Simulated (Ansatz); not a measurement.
`[F][Sn][Cl]` + H–F → `[F][Sn][F]` + HCl at 400 K and 1 bar (ligand exchange at the Sn–Cl bond).

Calculated with Ansatz (gas phase, PBE0-D4/def2-TZVP geometries, no zero-point term in ΔE). CCSD(T)/CBS is the MP2 limit (def2-TZVPP, def2-QZVPP) plus CCSD(T) − MP2 in def2-TZVPP, frozen cores. This one scheme is used for every species. def2 core potentials past Kr. For Sn outer-core shells are correlated without core-valence functions, which leaves a few kJ/mol of doubt a bond.

| species | CCSD(T)/CBS energy (Eh) | H − E (kJ/mol) | S (J/(mol·K)) |
| --- | --- | --- | --- |
| `[F][Sn][Cl]` | -773.69640 | 25.0 | 315.5 |
| H–F | -100.39570 | 36.5 | 182.2 |
| `[F][Sn][F]` | -413.70076 | 25.8 | 297.0 |
| HCl | -460.38127 | 29.6 | 195.4 |

H − E and S are ideal-gas, rigid-rotor, harmonic terms from PBE0-D4/def2-TZVP. 1 Eh = 2625.50 kJ/mol, R = 8.31446 J/(mol·K).

Q: By hand: ΔE, ΔH, ΔS and ΔG.

A: ΔE = (-413.70076) + (-460.38127) − (-773.69640) − (-100.39570) = 0.01007 Eh = 26.4 kJ/mol. Δ(H − E) = 25.8 + 29.6 − 25.0 − 36.5 = -6.1, so ΔH = 20.3 kJ/mol. ΔS = 297.0 + 195.4 − 315.5 − 182.2 = -5.3 J/(mol·K). ΔG = 20.3 − 400 × (-5.3)/1000 = 22.4 kJ/mol.

Q: By hand: the equilibrium constant, and the temperature at which ΔG would vanish if ΔH and ΔS stayed fixed.

A: log₁₀ K = −ΔG/(RT ln 10) = -2.9. ΔH and −TΔS have one sign here, so there is no such temperature.

The number of gas molecules stays the same, so ΔS is small and ΔH decides. A doubt of 5 kJ/mol in ΔE shifts log₁₀ K by 0.7 here. These are equilibria of isolated gas molecules and say nothing of rates. Largest T1 diagnostic: 0.017 (customary marks: 0.02 for closed shells, 0.045 for open ones).

ΔS is within the doubt of such terms, so its sign, and with it that verdict, could turn.
